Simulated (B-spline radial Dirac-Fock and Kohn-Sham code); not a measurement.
Tc⁴⁺ 3d5/2: cross section and angular parameters

System: the Tc⁴⁺ ion, configuration 1s2 2s2 2p6 3s2 3p6 3d10 4s2 4p6 4d3; threshold 317.3 eV (orbital energy of the model). Level of theory: Dirac-Hartree-Slater photoionisation with a Latter tail; cross sections with all multipoles, angular parameters from the dipole term and its interference with E2; an atomic code on a B-spline grid.

For linearly polarised light dσ/dΩ = σ/(4π) [1 + β P₂(cos θ) + (δ + γ cos²θ) sin θ cos φ], with θ from the polarisation vector and φ the angle between the beam and the projection of the electron momentum on the plane normal to the polarisation.

```csv
hν (eV),σ (kb),β,γ,δ
332,2600,0.330,-0.017,-0.002
376,2370,0.409,-0.038,0.005
398,2250,0.506,-0.043,0.008
424,2060,0.611,-0.044,0.011
584,1110,0.981,-0.012,0.025
735,636,1.123,0.046,0.033
1000,281,1.210,0.164,0.045
1253.6,147,1.221,0.273,0.055
1370,?,?,?,?
1486.9,88.3,1.208,0.365,0.064
2370,20.0,1.105,0.639,0.098
2960,9.44,1.033,0.775,0.122
3660,4.50,0.956,0.904,0.150
4000,3.28,0.923,0.957,0.164
5410,1.08,0.807,1.127,0.220
6120,0.681,0.760,1.192,0.248
6950,0.419,0.713,1.257,0.279
8047.8,0.237,0.659,1.327,0.319
8050,0.237,0.659,1.327,0.319
9251.7,0.137,0.610,1.388,0.362
9320,0.133,0.607,1.391,0.364
12200,0.0449,0.516,1.494,0.460
```

Question: Give the values at 1370 eV.

Answer: σ = 113 kb, β = 1.216, γ = 0.320, δ = 0.060.

Values without a named source are computed, but for edge energies of neutral atoms, which are taken from tables.
